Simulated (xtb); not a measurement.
O₂Si, singlet, geometry from GFN2-xTB of the parent state; GFN2-xTB in xtb.

Input for xtb:
```
$ xtb mol.xyz --gfn 2 --chrg 0 --uhf 0 --json

# file mol.xyz
3

O     -1.48961561     0.17688023    -0.04245102
Si    -0.00491603    -0.05453814     0.03992787
O      1.49821866    -0.08143848    -0.02742276
```

### Question
Write the output that xtb gives for this input, abridged.

### Answer

```
   ID    Z sym.   atoms
    1    8 O      1, 3
    2   14 Si     2

           -------------------------------------------------
          |                Calculation Setup                |
           -------------------------------------------------

           -------------------------------------------------
          |                 G F N 2 - x T B                 |
           -------------------------------------------------

          ...................................................
          :                      SETUP                      :
          :.................................................:
          :  # basis functions                  18          :
          :  # atomic orbitals                  17          :
          :  # shells                            7          :
          :  # electrons                        16          :
          :  max. iterations                   250          :
          :  Hamiltonian                  GFN2-xTB          :
          :  restarted?                      false          :
          :  GBSA solvation                  false          :
          :  PC potential                    false          :
          :  electronic temp.          300.0000000     K    :
          :  accuracy                    1.0000000          :
          :  -> integral cutoff          0.2500000E+02      :
          :  -> integral neglect         0.1000000E-07      :
          :  -> SCF convergence          0.1000000E-05 Eh   :
          :  -> wf. convergence          0.1000000E-03 e    :
          :  Broyden damping             0.4000000          :
          :  net charge                          0          :
          :  unpaired electrons                  0          :
          ...................................................

 iter      E             dE          RMSdq      gap      omega  full diag
   1    -10.0067552 -0.100068E+02  0.316E+01    6.52       0.0  T
   2    -10.0314405 -0.246853E-01  0.225E+01    6.32       1.0  T
   3    -10.0163157  0.151248E-01  0.407E+00    7.40       1.0  T
   4    -10.0346948 -0.183791E-01  0.259E+00    6.71       1.0  T
   5    -10.0338407  0.854098E-03  0.164E+00    7.32       1.0  T
   6    -10.0391443 -0.530363E-02  0.159E-01    7.06       1.0  T
   7    -10.0391623 -0.180157E-04  0.211E-01    7.06       1.0  T
   8    -10.0391895 -0.272298E-04  0.216E-02    7.04       2.7  T
   9    -10.0391898 -0.245921E-06  0.973E-03    7.03       5.9  T
[...]
         :: total energy              -9.964776544329 Eh    ::
[...]
        12                         -0.0878002              -2.3892
        13                         -0.0875697              -2.3829
        14                          0.1261885               3.4338
        15                          0.1403136               3.8181
        16                          0.5677965              15.4505
        17                          1.4680782              39.9484
      -------------------------------------------------------------
                  HL-Gap            0.2585630 Eh            7.0359 eV
             Fermi-level           -0.3624531 Eh           -9.8629 eV

     #   Z          covCN         q      C6AA      α(0)
     1   8 O        0.771    -0.248    18.900     5.827
     2  14 Si       1.542     0.496   183.646    28.873
     3   8 O        0.771    -0.248    18.900     5.827

 Mol. C6AA /au·bohr⁶  :        471.342725
 Mol. C8AA /au·bohr⁸  :      22719.370695
 Mol. α(0) /au        :         40.526605

Wiberg/Mayer (AO) data.
largest (>0.10) Wiberg bond orders for each atom

 ---------------------------------------------------------------------------
     #   Z sym  total        # sym  WBO       # sym  WBO       # sym  WBO
 ---------------------------------------------------------------------------
     1   8 O    2.419 --     2 Si   2.303     3 O    0.116
     2  14 Si   4.607 --     1 O    2.303     3 O    2.303
     3   8 O    2.419 --     2 Si   2.303     1 O    0.116
 ---------------------------------------------------------------------------

Topologies differ in total number of bonds
Writing topology from bond orders to xtbtopo.mol

molecular dipole:
                 x           y           z       tot (Debye)
 q only:       -0.009      -0.096       0.070
   full:       -0.025      -0.281       0.206       0.889
molecular quadrupole (traceless):
                xx          xy          yy          xz          yz          zz
 q only:       -3.940       0.513       1.948      -0.030       0.001       1.991
  q+dip:       -4.168       0.544       2.075      -0.035      -0.043       2.093
   full:       -9.852       1.283       4.879      -0.077      -0.018       4.973

           -------------------------------------------------
          | TOTAL ENERGY               -9.964776544329 Eh   |
          | GRADIENT NORM               0.036167108520 Eh/α |
          | HOMO-LUMO GAP               7.035858152110 eV   |
           -------------------------------------------------

normal termination of xtb
```
